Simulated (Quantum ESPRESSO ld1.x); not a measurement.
Task: The table gives one normalised radial function P(r) = r R(r) of Yb2+ in [Xe] 4f11.5 5d1 6s1 6p0.5 (r in bohr). Method: scalar-relativistic Kohn-Sham, LDA (Slater exchange, VWN5 correlation), spin-unpolarised, spherical densities, point nucleus; computed with ld1.x of Quantum ESPRESSO 7.5.

r              P
0.001131   0.0017
0.001799   0.0037
0.002838   0.0080
0.004514   0.0173
0.007123   0.0361
0.01133    0.0728
0.01787    0.1331
0.02842    0.2102
0.04485    0.2427
0.07133    0.1082
0.1125    -0.2104
0.179     -0.3194
0.2824     0.1938
0.4491     0.4885
0.7086    -0.3116
1.127     -0.9966
1.778     -0.6614
2.828     -0.1525
4.462     -0.0098
7.096     -0.0001
11.2      0.0000

Which n and l does it have? It may be an empty orbital.

Result: n = 5, l = 1: the number of nodes gives n - l - 1 = 3, the rise at small r (about r^(l+1), flatter next to the nucleus through relativity) gives l, and the extent must fit the shell. The curve is that of 5p. 5p: eigenvalue -55.569 eV, 3 radial nodes at r = 0.0847, 0.247, 0.618 bohr, <r> = 1.35 bohr, 90 % of the charge inside 1.96 bohr.
